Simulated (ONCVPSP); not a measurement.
Transferability test, ONCV potential for Ti (Z = 22)

```json
{
  "Element": "titanium",
  "Generator": "ONCVPSP 4.0.1",
  "Type": "optimised norm-conserving Vanderbilt (ONCV)",
  "Functional": "PBE",
  "Relativity": "scalar-relativistic",
  "Frozen core": "[Ne]",
  "Valence charge": "12",
  "Reference configuration": "3s2 3p6 3d2 4s2",
  "Partial waves": "3s+4s: rc 1.60 bohr, ncon 4, nbas 8, qcut 8.1 1/bohr, 2 projectors; 3p: rc 1.60 bohr, ncon 4, nbas 7, qcut 8.3 1/bohr, local; 3d: rc 1.75 bohr, ncon 5, nbas 9, qcut 8.5 1/bohr, 2 projectors, debl 1.1 Ha",
  "Local potential": "the p channel",
  "Core correction": "none"
}
```

Energies are relative to the spin-unpolarised reference configuration 3s2 3p6 3d2 4s2; without spin polarisation the order of configurations can differ from experiment.

Problem. Give the all-electron excitation energy and the error of the potential for: 3s2 3p6 3d2 4s1; 3s2 3p6 3d2 4s0; 3s2 3p6 3d1 4s0; 3s2 3p5 3d2 4s2.

Solution.

```tsv
valence configuration	charge	ΔE all-electron (eV)	error AE − PS (meV)
3s2 3p6 3d2 4s1	+1	7.347	-0.2
3s2 3p6 3d2 4s0	+2	20.919	-0.2
3s2 3p6 3d1 4s0	+3	47.867	+41
3s2 3p5 3d2 4s2	+1	45.556	-32
```

Levels in the configuration 3s2 3p6 3d2 4s1:

| level | all-electron (eV) | pseudo (eV) |
| --- | --- | --- |
| 3s | -69.918 | -69.927 |
| 3p | -46.152 | -46.159 |
| 3d | -11.368 | -11.374 |
| 4s | -10.351 | -10.350 |
